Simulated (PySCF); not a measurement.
Computed with PBE0-D4/def2-TZVP // PBE0-D4/def2-SVP (PySCF 2.14.0). Gas-phase values, no solvent. 

Reference species (SMILES): `[SiH3]c1c(Cl)ccc2ccccc12` (neutral, multiplicity 1).

- HOMO–LUMO gap: 4.93 eV
- dipole moment: 2.11 D
- S1 oscillator strength: 0.025
- HOMO: -6.57 eV

Changed species: `[SiH3]c1cccc2c(Cl)cccc12`.

### Question
Predict the effect on the HOMO–LUMO gap, dipole moment, S1 oscillator strength and HOMO.

### Answer
the HOMO–LUMO gap falls by 0.11 eV, to 4.82 eV; the dipole moment drops by 1.56 D, to 0.55 D; the S1 oscillator strength increases by 0.137, to 0.162; the HOMO goes up by 0.02 eV, to -6.55 eV.
